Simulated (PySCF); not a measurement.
Compound: C2H10BN.
Z-matrix (Å and degrees, PBE0-D3(BJ)/def2-SVP geometry), rows numbered from 1:
```
B 
N   1  1.6258
C   2  1.4713  1  115.24
C   3  1.5145  2  113.48  1  -179.98
H   1  1.2257  2  105.55  3  -179.87
H   1  1.2263  2  105.74  3    60.17
H   1  1.2263  2  105.79  3   -59.92
H   2  1.0220  1  108.04  3   123.11
H   2  1.0219  1  108.02  3  -123.11
H   3  1.0994  2  106.52  1   -56.58
H   3  1.0994  2  106.51  1    56.61
H   4  1.1018  3  111.74  2   -60.67
H   4  1.0995  3  110.30  2   179.93
H   4  1.1019  3  111.74  2    60.55
```

Method: PySCF 2.14.0, density-fitted response routines, TDDFT PBE0/def2-SVPD, vertical, gas phase, core orbitals frozen in the response.

Task: List the vertical singlet excitations with oscillator strengths and describe the spectrum.

Result: 

```
state  E (eV)  λ (nm)       f  main configurations (H = HOMO, L = LUMO)
   S1    6.53   189.8   0.011                    H→L (79%), H-1→L (17%)
   S2    6.54   189.7   0.011                    H-1→L (78%), H→L (17%)
   S3    7.73   160.4  0.0025                               H→L+1 (94%)
   S4    7.74   160.1   0.015                             H-1→L+1 (94%)
   S5    7.91   156.8  0.0036                             H-1→L+2 (95%)
   S6    7.93   156.4  0.0014                               H→L+2 (97%)
   S7    7.99   155.1   0.051                               H→L+3 (92%)
   S8    8.06   153.8   0.048                             H-1→L+3 (94%)
   S9    8.40   147.6   0.034                               H-2→L (96%)
  S10    8.53   145.4   0.019                               H→L+4 (94%)
```

Triplets (Tamm–Dancoff): T1 6.42 eV, H→L (93%); T2 6.43 eV, H-1→L (92%); T3 7.63 eV, H-1→L+1 (85%); T4 7.68 eV, H→L+1 (85%).

The lowest singlet lies at 6.53 eV (190 nm, vacuum ultraviolet) and is weak; its leading configuration is HOMO→LUMO (79%). The most intense listed level is S7 at 7.99 eV (155 nm, f = 0.051), 1.46 eV above S1. S1/S2 lie within about 0.01 eV of each other. Löwdin shares by element: HOMO (one of a set within 0.03 eV) hydrogen 45% or more, boron 42%, nitrogen 6%; LUMO hydrogen 25% or more, carbon 17% or more, boron 13% (atoms not listed hold the other 45%). The listed states span 2.00 eV, and the widest gap between neighbours is 1.20 eV (S2 to S3). Weighted by f, the mean energy of these states is 7.94 eV. Of the 10 states listed, 7 reach f = 0.01 and none stays under 0.0005. All these states lie below the vertical ionisation energy of 10.17 eV (ΔSCF). Singlets were solved by full linear response, triplets in the Tamm–Dancoff approximation.

Hardware: x86-64 server, one thread, no GPU (shared host). Cost: 28 s.

One conformer stands for the species.
